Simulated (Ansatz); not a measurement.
# Worked example: CuF + CHBr2I → CuI + CHBr2F

Species: CuF (fluorocopper), singlet; CHBr2I `BrC(Br)I`, singlet; CuI, singlet; CHBr2F (dibromofluoromethane) `FC(Br)Br`, singlet. The partners trade F for I: Cu–F and C–I bonds give way to Cu–I and C–F.

Shapes, held fixed at every level: PBE0-D4/def2-TZVP. Programs: Ansatz 0.2.0. The zero-point and thermal change to 298 K, harmonic and unscaled (PBE0-D4/def2-TZVP), is +4.0 kJ/mol.

At wB97X-V/def2-TZVPP; 1 Eh = 2625.50 kJ/mol:

```
species   energy (Eh)
    CuF  -1740.211246
 CHBr2I  -5484.231252
    CuI  -1938.102408
 CHBr2F  -5286.391320
```

Task: Work out ΔH(298 K) of the reaction at this level.

Result: 
1. Products less reactants: (-1938.102408) + (-5286.391320) − [(-1740.211246) + (-5484.231252)] = -0.051230 Eh = -134.5 kJ/mol.
2. With the thermal change: -134.5 + (+4.0) = -130.5 kJ/mol.

Other levels give -172.2 (HF/def2-TZVPP) to -123.5 kJ/mol (PBE-D4/def2-TZVPP). No measured value is set beside it here. For atoms past krypton def2 sets carry core potentials with scalar relativity. Relativity is left out for Br, Cu. The median of the other levels is -141.0 kJ/mol.
